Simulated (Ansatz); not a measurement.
`CNBF` + H₂S → `FBS` + CH₃NH₂ at 500 K and 1 bar (ligand exchange at a B–N bond).

Calculated with Ansatz (gas phase, PBE0-D4/def2-TZVP geometries, no zero-point term in ΔE). CCSD(T)/CBS adds triple-zeta CCSD(T) − MP2 to the extrapolated MP2 energy (def2 sets, frozen cores). This one scheme is used for every species. Each species was taken in one conformer, which may not be the lowest.

```
species  CCSD(T)/CBS energy (Eh)  H − E (kJ/mol)  S (J/(mol·K))
 `CNBF`               -220.44549           220.6          337.0
    H₂S               -398.97279            57.0          224.0
  `FBS`               -523.64132            91.2          300.8
 CH₃NH₂                -95.75281           191.8          270.3
```

H − E and S are ideal-gas, rigid-rotor, harmonic terms from PBE0-D4/def2-TZVP, for one conformer and one mirror image of each species. 1 Eh = 2625.50 kJ/mol, R = 8.31446 J/(mol·K).

Task: By hand: ΔE, ΔH, ΔS and ΔG.

Result: ΔE = (-523.64132) + (-95.75281) − (-220.44549) − (-398.97279) = 0.02415 Eh = 63.4 kJ/mol. Δ(H − E) = 91.2 + 191.8 − 220.6 − 57.0 = 5.4, so ΔH = 68.8 kJ/mol. ΔS = 300.8 + 270.3 − 337.0 − 224.0 = 10.1 J/(mol·K). ΔG = 68.8 − 500 × (10.1)/1000 = 63.8 kJ/mol.

Task: By hand: the equilibrium constant, and the temperature at which ΔG would vanish if ΔH and ΔS stayed fixed.

Result: log₁₀ K = −ΔG/(RT ln 10) = -6.7. ΔG = 0 at ΔH/ΔS = 6812 K, far beyond where these terms or the molecules hold.

The number of gas molecules stays the same, so ΔS is small and ΔH decides. A doubt of 5 kJ/mol in ΔE shifts log₁₀ K by 0.5 here. Other conformers and mirror images would add mixing entropy, several J/(mol·K) or more a flexible species. These are equilibria of isolated gas molecules and say nothing of rates. Largest T1 diagnostic: 0.014 (customary marks: 0.02 for closed shells, 0.045 for open ones).
